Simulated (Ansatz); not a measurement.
C₂H₈BGa, SMILES `C[BH][GaH][CH3]`, relaxed with RKS PBE0-D4/def2-TZVP in Ansatz 0.2.0 from a PBE-D4/def2-SVP geometry. The force threshold is 0.005 eV/Å; the program also tests the step.

The species carries charge 0 and has multiplicity 1.

Start:

```xyz
12

C    -1.991   -1.118    0.134
B    -1.249    0.142   -0.424
Ga    0.790    0.321   -0.794
C     2.180    0.847    0.537
H    -2.139   -0.859    1.214
H    -3.020   -1.246   -0.264
H    -1.454   -2.087    0.111
H    -1.941    1.140   -0.604
H     1.392    0.053   -2.251
H     2.865   -0.016    0.689
H     1.770    1.147    1.521
H     2.797    1.676    0.132
```

Task: By how much does the energy fall, and how many steps does the optimiser take? (Best estimate.)

Result: Computed: 3.61 kJ/mol, in 13 steps, 1 of them rejected.

Task: Which bonds change most? (An estimate is asked.)

Result: Ansatz gave: B2–H8 from 1.227 to 1.206 Å; C4–H10 from 1.112 to 1.094 Å; C1–H6 from 1.111 to 1.094 Å; C4–H11 from 1.107 to 1.090 Å.

Task: Give the relaxed structure. (Best estimate.)

Result: Computed: 
```xyz
12

C    -1.983   -1.097    0.139
B    -1.242    0.150   -0.427
Ga    0.802    0.302   -0.795
C     2.166    0.836    0.536
H    -2.115   -0.854    1.209
H    -2.999   -1.219   -0.248
H    -1.457   -2.052    0.098
H    -1.922    1.129   -0.611
H     1.387   -0.002   -2.238
H     2.899    0.031    0.647
H     1.752    1.066    1.518
H     2.712    1.711    0.172
```
